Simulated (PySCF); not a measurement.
Isomers C5H9N3:

A. `CC(C)n1cnnc1`
B. SMILES Cc1nc(C)n(C)n1
C. `InChI=1S/C5H9N3/c1-3-8-4-5(2)6-7-8/h4H,3H2,1-2H3`

Spectrum 1. $^{1}$H NMR (500 MHz, computed): δ 3.81 (s, 3H), 2.43 (s, 3H), 2.39 (s, 3H). $^{13}$C{$^{1}$H} NMR (computed): δ 162.2 (C), 156.1 (C), 35.6 (CH3), 16.1 (CH3), 14.1 (CH3).

Spectrum 2. $^{1}$H NMR (500 MHz, computed): δ 7.21 (s, 1H), 4.42 (q, 2H), 2.52 (s, 3H), 1.42 (t, 3H). $^{13}$C{$^{1}$H} NMR (computed): δ 149.1 (C), 125.7 (CH), 46.3 (CH2), 20.9 (CH3), 13.5 (CH3).

Spectrum 3. $^{1}$H NMR (500 MHz, computed): δ 7.88 (s, 2H), 4.17 (sept, J = 7.1 Hz, 1H), 1.53 (d, J = 7.1 Hz, 6H). $^{13}$C{$^{1}$H} NMR (computed): δ 143.2 (CH), 49.5 (CH), 27.2 (CH3).

Theoretical values (PySCF 2.14): J: B3LYP/pcJ-1 (spin–dipole term left out of most H,H and C,H couplings), NMR shieldings at PBE0/pcSseg-1/GIAO, structure optimised with GFN2-xTB. Equivalent nuclei averaged, a single conformation, isolated molecule, relativity neglected.

Chemical shifts δ = σref − σ; TMS for $^{1}$H and $^{13}$C, all at this level. Multiplet labels drop J under 1 Hz and among equivalent protons, and merge close values. Unscaled 3J(H,H) run several per cent high. Where no couplings were computed, multiplicities follow the n + 1 count of equivalent neighbours, and m marks all less simple cases (inequivalent or close neighbours, rings, F or P nearby). Shifts are as computed. Against solution values, carbons near 30 ppm lie about +3 ppm off and those near 130 ppm about +5 ppm. Of 1211 compounds with measured shifts, 218 miss one by over three times the rms of a fit or turn the order of signals round; such compounds aren't used in these exercises.

Which spectrum belongs to which compound?

## Answers

1–B, 2–C, 3–A.

- Spectrum 1 (B): 5 $^{13}$C signals; δC 35.6 is a methyl carbon bonded to N; δC 16.1 is a methyl carbon on an aromatic ring.
- Spectrum 2 (C): 5 $^{13}$C signals; δC 46.3 is an sp3 CH2 bonded to N; δC 20.9 is a methyl carbon.
- Spectrum 3 (A): 3 $^{13}$C signals; δC 49.5 is an sp3 CH bonded to N; δC 27.2 is a methyl carbon.
